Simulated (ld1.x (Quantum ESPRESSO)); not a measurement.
# Be (Z = 4), TM: configuration errors across variants

```json
{
 "Element": "Be",
 "Generator": "ld1.x (Quantum ESPRESSO) 7.5",
 "Type": "norm-conserving Troullier–Martins (Kleinman–Bylander form)",
 "Functional": "PBE",
 "Relativity": "scalar-relativistic",
 "Frozen core": "[He]",
 "Valence charge": "2",
 "Reference configuration": "2s1.75 2p0.25",
 "Partial waves": "2s (bound): rc 1.95 bohr; 2p (bound): rc 4.20 bohr",
 "Local potential": "the p channel",
 "Core correction": "a·sin(br)/r model core inside 1.00 bohr"
}
```

All-electron excitation energies from the reference (eV): (1) 2s2 2p0 -0.899; (2) 2s1 2p0 8.651; (3) 2s1.5 2p0 2.862; (4) 2s0 2p1 12.561; (5) 2s0 2p2 6.352; (6) 2s1 2p1 2.713.

1 further variants failed, have other tests or too few solved ones, and are left out.

Errors AE − PS in meV (a dash: test not solved or not reliable):

| change | (1) | (2) | (3) | (4) | (5) | (6) | bound ghosts |
| --- | --- | --- | --- | --- | --- | --- | --- |
| base | -1.5 | +28 | +8.4 | -189 | -80 | -14 | none |
| wave 2s (bound): rc 1.95 bohr becomes 2s (bound): rc 1.78 bohr | -1.4 | +29 | +8.4 | -185 | -78 | -14 | none |
| core correction a·sin(br)/r model core inside 1.34 bohr | -1.4 | +24 | +7.7 | -186 | -76 | -13 | none |
| type PAW; waves now 2s (bound): rcut 1.70, rcutus 1.95 bohr; 2s channel at -0.05 Ry: rcut 1.70, rcutus 1.95 bohr; 2p (bound): rcut 3.65, rcutus 4.20 bohr; 2p channel at 1.45 Ry: rcut 3.65, rcutus 4.20 bohr; local potential all-electron potential smoothed inside 3.35 bohr (lloc = -1); augmentation BESSEL, radius 1.20 bohr | – | – | – | – | – | – | none |
| all radii but the core radius scaled by about 1.24 (s 2.42, p 5.22 bohr) | -2.9 | +62 | +22 | -374 | -154 | -27 | none |

Problem. Give the same row for: local potential the s channel.

Solution. -1.5, +31, +9.9, -174, -79, -14; bound ghosts: none.
